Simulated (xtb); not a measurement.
MoO3, triplet, at a GFN2-xTB geometry (such geometries of metal compounds can be far from the true shape) (the multiplicity is a formal guess); GFN2-xTB with ALPB(water) (xtb).

The xtb input:
```
$ xtb mol.xyz --gfn 2 --uhf 2 --alpb water --json

# file mol.xyz
4

Mo    -0.00000000    -0.00000000    -0.00000000
O     -1.13275813    -1.19874541    -0.10089366
O     -0.10242080     1.31893326    -0.99006873
O      1.23517894    -0.12018786     1.09096239
```

It wrote (shortened):

```
   ID    Z sym.   atoms
    1   42 Mo     1
    2    8 O      2-4

           -------------------------------------------------
          |                Calculation Setup                |
           -------------------------------------------------

           -------------------------------------------------
          |                 G F N 2 - x T B                 |
           -------------------------------------------------

      * Solvation model:               ALPB
        Solvent                        water
        Parameter file                 internal GFN2-xTB/ALPB
        Dielectric constant                8.0200E+01
        Reference state                gsolv [1 M gas/solution]
        Free energy shift                  1.0808E-03 Eh       6.7819E-01 kcal/mol
        Temperature                        2.9815E+02 K
        Density                            1.0000E+00 kg/L
        Solvent mass                       1.8000E+01 g/mol
        Interaction kernel             P16
        Born radius scaling (c1)           1.4744E+00
        Born radii integrator          GBOBC
        Born offset                        0.0000E+00 a0       0.0000E+00 AA
        H-bond correction              true
        Ion screening                  false
        Surface tension                    1.0000E-05 Eh       1.5569E+01 dyn/cm
        Grid points                               230 per atom

          ...................................................
          :                      SETUP                      :
          :.................................................:
          :  # basis functions                  22          :
          :  # atomic orbitals                  21          :
          :  # shells                            9          :
          :  # electrons                        24          :
          :  max. iterations                   250          :
          :  Hamiltonian                  GFN2-xTB          :
          :  restarted?                      false          :
          :  GBSA solvation                   true          :
          :  PC potential                    false          :
          :  electronic temp.          300.0000000     K    :
          :  accuracy                    1.0000000          :
          :  -> integral cutoff          0.2500000E+02      :
          :  -> integral neglect         0.1000000E-07      :
          :  -> SCF convergence          0.1000000E-05 Eh   :
          :  -> wf. convergence          0.1000000E-03 e    :
          :  Broyden damping             0.4000000          :
          :  net charge                          0          :
          :  unpaired electrons                  2          :
          ...................................................

 iter      E             dE          RMSdq      gap      omega  full diag
   1    -13.4307753 -0.134308E+02  0.195E+01    3.77       0.0  T
   2    -13.8788669 -0.448092E+00  0.150E+01    1.53       1.0  T
   3    -14.1943910 -0.315524E+00  0.130E+01    2.64       1.0  T
   4    -14.1966770 -0.228599E-02  0.997E+00    2.88       1.0  T
   5    -13.6652498  0.531427E+00  0.348E+01    3.91       1.0  T
   6    -14.2514556 -0.586206E+00  0.679E+00    3.42       1.0  T
   7    -14.2460836  0.537204E-02  0.742E+00    3.28       1.0  T
   8    -14.2520847 -0.600110E-02  0.505E+00    3.46       1.0  T
   9    -14.2552107 -0.312604E-02  0.397E+00    3.55       1.0  T
  10    -14.2575905 -0.237975E-02  0.294E+00    3.63       1.0  T
  11    -14.2588827 -0.129221E-02  0.223E+00    3.69       1.0  T
  12    -14.2599250 -0.104225E-02  0.148E+00    3.75       1.0  T
  13    -14.2608361 -0.911178E-03  0.301E-01    3.83       1.0  T
  14    -14.2608723 -0.361508E-04  0.521E-03    3.85       9.6  T
  15    -14.2608720  0.300104E-06  0.252E-02    3.86       2.0  T
  16    -14.2608723 -0.325747E-06  0.500E-03    3.85      10.0  T
  17    -14.2608723 -0.531733E-08  0.865E-04    3.85      57.8  T
  18    -14.2608723 -0.467502E-10  0.557E-04    3.85      89.8  T

   *** convergence criteria satisfied after 18 iterations ***

 transition dipole moment (au) for excitation:          12          13
     X       Y       Z
   0.0000  -0.0000   0.0000  total (au/Debye):    0.000   0.000
 dE (eV)             :    1.180
 oscillator strength :  0.58141E-12

         :::::::::::::::::::::::::::::::::::::::::::::::::::::
         ::                     SUMMARY                     ::
         :::::::::::::::::::::::::::::::::::::::::::::::::::::
         :: total energy             -14.191353158573 Eh    ::
         :: total w/o Gsasa/hb       -14.191421015601 Eh    ::
         :: gradient norm              0.003094424273 Eh/a0 ::
         :: HOMO-LUMO gap              3.854638346656 eV    ::
         ::.................................................::
         :: SCC energy               -14.260872202347 Eh    ::
         :: -> isotropic ES            0.117185780137 Eh    ::
         :: -> anisotropic ES          0.000231186623 Eh    ::
         :: -> anisotropic XC         -0.001109621674 Eh    ::
         :: -> dispersion             -0.002290011417 Eh    ::
         :: -> Gsolv                  -0.006081498832 Eh    ::
         ::    -> Gelec               -0.006149355859 Eh    ::
         ::    -> Gsasa                0.000679846564 Eh    ::
         ::    -> Ghb                 -0.001692749235 Eh    ::
         ::    -> Gshift               0.001080759698 Eh    ::
         :: repulsion energy           0.069519043774 Eh    ::
         :: add. restraining           0.000000000000 Eh    ::
         :: total charge               0.000000000000 e     ::
         :::::::::::::::::::::::::::::::::::::::::::::::::::::

           -------------------------------------------------
          |                Property Printout                |
           -------------------------------------------------

    * Orbital Energies and Occupations

         #    Occupation            Energy/Eh            Energy/eV
      -------------------------------------------------------------
         1        2.0000           -0.7413949             -20.1744
         2        2.0000           -0.7240757             -19.7031
         3        2.0000           -0.7240751             -19.7031
         4        2.0000           -0.5521853             -15.0257
         5        2.0000           -0.5521852             -15.0257
         6        2.0000           -0.5504446             -14.9784
         7        2.0000           -0.5409204             -14.7192
         8        2.0000           -0.5409202             -14.7192
         9        2.0000           -0.5406195             -14.7110
        10        1.9913           -0.5099950             -13.8777
        11        1.9913           -0.5099948             -13.8777
        12        1.0174           -0.5016581             -13.6508
        13        1.0000           -0.4582936             -12.4708 (HOMO)
        14                         -0.3166383              -8.6162 (LUMO)
        15                         -0.3166382              -8.6162
        16                         -0.1766029              -4.8056
        17                         -0.1541267              -4.1940
        18                         -0.1541265              -4.1940
        19                          0.0621048               1.6900
        20                          0.1910157               5.1978
        21                          0.1910161               5.1978
      -------------------------------------------------------------
                  HL-Gap            0.1416554 Eh            3.8546 eV
             Fermi-level           -0.4464795 Eh          -12.1493 eV

     #   Z          covCN         q      C6AA      α(0)
     1  42 Mo       2.413     1.189   331.806    43.826
     2   8 O        0.804    -0.396    21.633     6.235
     3   8 O        0.804    -0.396    21.633     6.235
     4   8 O        0.804    -0.396    21.633     6.235

 Mol. C6AA /au·bohr⁶  :        983.517967
 Mol. C8AA /au·bohr⁸  :      64166.278385
 Mol. α(0) /au        :         62.529792

Wiberg/Mayer (AO) data.
largest (>0.10) Wiberg bond orders for each atom

 ---------------------------------------------------------------------------
     #   Z sym  total        # sym  WBO       # sym  WBO       # sym  WBO
 ---------------------------------------------------------------------------
     1  42 Mo   5.692 --     3 O    1.897     4 O    1.897     2 O    1.897
     2   8 O    2.285 --     1 Mo   1.897     3 O    0.194     4 O    0.194
     3   8 O    2.285 --     1 Mo   1.897     4 O    0.194     2 O    0.194
     4   8 O    2.285 --     1 Mo   1.897     3 O    0.194     2 O    0.194
 ---------------------------------------------------------------------------

Topologies differ in total number of bonds
Writing topology from bond orders to xtbtopo.mol

molecular dipole:
                 x           y           z       tot (Debye)
 q only:        0.000       0.000      -0.000
   full:        0.000       0.000      -0.000       0.000
molecular quadrupole (traceless):
                xx          xy          yy          xz          yz          zz
 q only:       -0.189      -2.281      -0.978      -3.319       2.794       1.167
  q+dip:       -0.172      -2.075      -0.890      -3.019       2.541       1.062
   full:       -0.177      -2.140      -0.918      -3.114       2.621       1.095

           -------------------------------------------------
          | TOTAL ENERGY              -14.191353158573 Eh   |
          | GRADIENT NORM               0.003094424273 Eh/α |
          | HOMO-LUMO GAP               3.854638346656 eV   |
           -------------------------------------------------

normal termination of xtb
```
